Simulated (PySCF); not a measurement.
## Computed structure and properties of WH4

System: WH4 (triplet); start: template (Td). Method: PySCF 2.14.0, UKS PBE, W def2-SVP with ECP60, H def2-SVP; non-relativistic Hamiltonian with scalar-relativistic core potentials where named; density fitting; no spin-orbit coupling.

Input of the relaxation:

```python
mol = gto.M(atom='''
W      0.00000     0.00000    -0.00000
H      1.02770     1.02770     1.02770
H     -1.02770    -1.02770     1.02770
H      1.02770    -1.02770    -1.02770
H     -1.02770     1.02770    -1.02770''',
    basis={'W': 'def2-SVP', 'H': 'def2-SVP'},
    ecp={'W': 'def2-SVP'},
    charge=0, spin=2)
mf = dft.UKS(mol, xc='PBE')
mf.grids.atom_grid = (50, 194)
mf = mf.density_fit()  # fitting sets: W def2-universal-JKFIT, H def2-universal-JKFIT
mf.conv_tol = 1e-08; mf.max_cycle = 55
mf.kernel(dm0)  # dm0: converged density of the start geometry
# quasi-Newton relaxation in Cartesian coordinates to a largest gradient under 0.00045 Eh/bohr, steps kept in the point group
```

Run from Python with OMP_NUM_THREADS=2; the lines above give its settings. Where DIIS fails, smearing, a level shift and second-order steps follow.
It took 3.8 s on 2 threads of Arm Neoverse V2, on a shared host, from the converged density of the start.

Course of the relaxation:

| step | energy above end (eV) | largest force component within the symmetry (eV/Å) |
| --- | --- | --- |
| 0 | 0.1224 | 0.498 |
| 1 | 0.0323 | 0.268 |
| 2 | 0.0005 | 0.036 |
| 3 | 0.0000 | 0.003 |

Relaxed geometry (Td):

```xyz
5

W     0.0000    0.0000    0.0000
H     0.9888    0.9888    0.9888
H    -0.9888   -0.9888    0.9888
H     0.9888   -0.9888   -0.9888
H    -0.9888    0.9888   -0.9888
```

| contact | Å |
| --- | --- |
| W1–H2 (H) | 1.713 |
| W1–H3 (H) | 1.713 |
| W1–H4 (H) | 1.713 |
| W1–H5 (H) | 1.713 |

On the finer grid (75, 302):

```
HOMO                                                         : -5.24 eV
LUMO                                                         : -3.18 eV
Dipole about the centre of mass                              : 0.00 D
Spin squared                                                 : 2.019
Set of Mulliken populations of W1 outside the core potential : s 2.91, p 6.12, d 4.37, f 0.01
D3(BJ) dispersion energy (not in the energies)               : -0.058 eV
```

| atom | Mulliken (e) | Löwdin (e) | spin (e) |
| --- | --- | --- | --- |
| W1 | 0.59 | 0.31 | 2.32 |
| H2 | -0.15 | -0.08 | -0.08 |
| H3 | -0.15 | -0.08 | -0.08 |
| H4 | -0.15 | -0.08 | -0.08 |
| H5 | -0.15 | -0.08 | -0.08 |

On the grid (50, 194), as all that follows. Harmonic modes: a minimum; lowest 586 cm⁻¹ (negative: unstable), highest 1983 cm⁻¹, zero-point energy 0.681 eV.

Taking off one H (charge -1, singlet; the rest: triplet) in vacuum, both parts rigid, costs 12.30 eV; the small basis without counterpoise inflates it. Most of it is the attraction of opposite charges; other ways to part are cheaper, and one spin state was tried for the rest.

Rigid scan of H along the line from its metal:

distance to H2 (Å), energy (eV) and a bar:
```
     1.41      0.991 ###########
     1.51      0.377 ####
     1.61      0.081 #
     1.71      0.000 
     1.81      0.062 #
     1.91      0.217 ##
     2.11      0.673 #######
     2.41      1.447 ################
     2.81      2.265 ########################
     3.31      2.775 ##############################
```

One start shape was tried, so this needn't be the lowest isomer.

Open shells may have lower solutions than the one found.
